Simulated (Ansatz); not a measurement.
[FeO3N]- (FeNO₃⁻). Total charge -1; singlet. Geometry B3LYP-D4/def2-SVPD; atoms count from 1.

```xyz
5

Fe   -0.003    0.002    0.003
O    -0.414   -1.558   -0.198
O    -0.067    0.790   -1.418
O     1.487    0.115    0.644
N    -1.004    0.652    0.969
```

The restricted singlet is unstable towards broken spin symmetry in Hartree–Fock (as tested in another run); at PBE0-D4/def2-TZVPD this wasn't settled.

Estimate the Mulliken populations from the PBE0/def2-TZVPD orbitals of Ansatz.


```tsv
atom	charge (e)	d electrons
Fe1	1.27	6.05
O2	-0.66	–
O3	-0.66	–
O4	-0.66	–
N5	-0.29	–
```
Mulliken values and Mayer orders depend strongly on the basis. With diffuse functions, as here, like atoms can get unlike values, and bond orders can come out too low or too high.

And the Mayer bond orders between bonded heavy atoms (over 0.3)?

Fe1–O2 1.25 (1.63 Å); Fe1–O3 1.25 (1.63 Å); Fe1–O4 1.25 (1.63 Å); Fe1–N5 2.18 (1.54 Å).
